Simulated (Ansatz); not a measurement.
Frontier orbitals of AlFH₃NSi (`[F][Al]1[NH][SiH2]1`).

Cartesian coordinates in Å:
```
F 2.3165 1.8724 0.6730
Al 1.1807 0.7427 0.3114
N -0.5566 0.7188 0.0133
Si -0.2039 -1.0062 -0.1852
H -1.4431 1.1947 -0.0658
H -0.8441 -1.9355 0.7906
H -0.4495 -1.5870 -1.5372
```

Total charge 0; spin multiplicity 1. The structure was optimised at the PBE0-D4/def2-TZVP level. Basis def2-TZVPP, Ansatz.

(1) Compute the vertical ionisation energy as the energy of the cation minus that of the neutral molecule, at each level. (Estimate.)

Results:

(1) The calculation gave: 
| level | IE (eV) | difference from CCSD(T)/CBS(def2) |
| --- | --- | --- |
| PBE-D4/def2-TZVPP | 8.97 | -0.24 |
| r2SCAN-D4/def2-TZVPP | 8.94 | -0.28 |
| PBE0-D4/def2-TZVPP | 9.04 | -0.18 |
| B3LYP-D4/def2-TZVPP | 9.13 | -0.08 |
| ωB97X-V/def2-TZVPP | 9.11 | -0.11 |
| ωB97M-V/def2-TZVPP | 9.18 | -0.04 |
| B2PLYP/def2-TZVPP | 9.02 | -0.19 |
| HF/def2-TZVPP | 8.13 | -1.08 |
| MP2/def2-TZVPP | 8.97 | -0.24 |
| CCSD/def2-TZVPP | 9.03 | -0.19 |
| CCSD(T)/def2-TZVPP | 9.07 | -0.14 |
| HF/def2-QZVPP | 8.13 | -1.09 |
| MP2/def2-QZVPP | 9.05 | -0.16 |
| HF/CBS(def2) | 8.13 | -1.09 |
| MP2/CBS(def2) | 9.12 | -0.10 |
| CCSD/CBS(def2) | 9.17 | -0.04 |
| CCSD(T)/CBS(def2) | 9.22 | 0.00 |

B3LYP here is the variant with VWN-RPA as its local correlation; programs differ in this.
